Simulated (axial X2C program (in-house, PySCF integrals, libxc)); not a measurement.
**Potential curves of ZrO⁺, two-component**

Calculated with an in-house relativistic program for diatomic molecules. Two-component (2c) means X2C with spin–orbit coupling and atomic mean-field two-electron Coulomb and Gaunt terms. Basis: Zr dyall-cv3z [11s12p9d6f3g], O dyall-av3z [7s6p3d2f] (cores contracted in-house); Gaussian nuclei, density fitting, unrestricted open shells. Masses: Zr 89.905 u, O 15.995 u.

State: Ω = 3/2 (⟨Sz⟩ = -0.50, ⟨Lz⟩ = 2.00 at PBE). Energies in eV from the lowest point of each curve. Fits are polynomials in 1 − R0/R over 0.85 to 1.23 times the lowest point R0.

```json
{"R (Å)": "1.4581", "PBE": "2.0226", "PBE0": "1.7695"}
{"R (Å)": "1.5252", "PBE": "0.9265", "PBE0": "0.7543"}
{"R (Å)": "1.5754", "PBE": "0.4192", "PBE0": "0.3054"}
{"R (Å)": "1.6257", "PBE": "0.1238", "PBE0": "0.0672"}
{"R (Å)": "1.6760", "PBE": "0.0000", "PBE0": "0.0000"}
{"R (Å)": "1.7347", "PBE": "0.0265", "PBE0": "0.0922"}
{"R (Å)": "1.7933", "PBE": "0.1936", "PBE0": "0.3248"}
{"R (Å)": "1.8687", "PBE": "0.5571", "PBE0": "0.7724"}
{"R (Å)": "1.9609", "PBE": "1.1486", "PBE0": "1.4638"}
{"R (Å)": "2.0950", "PBE": "2.1462", "PBE0": "2.5704"}
```

Occupations by symmetry block were frozen at the best pattern of an incomplete PBE0 search. Density functionals use the spin component along the axis (collinear). Other states lie close and PBE0, whose exact exchange favours high spin, may order them wrongly; the determinant shown need not be the ground state. The nearest other 2c determinant of the search, Ω = 5/2, lies 0.09 eV up at the distance of the search. Without a current term, density functionals place determinants with orbital angular momentum somewhat too high. At some level and bond length an empty orbital lies below a filled one.

What are Re and ωe at the PBE level?

At PBE, 2c: Re = 1.695 Å, ωe ≈ 993 cm⁻¹; Be follows as 0.432 cm⁻¹.

What are Re and ωe at the PBE0 level?

At PBE0, 2c: Re = 1.674 Å, ωe ≈ 1040 cm⁻¹; Be follows as 0.443 cm⁻¹.
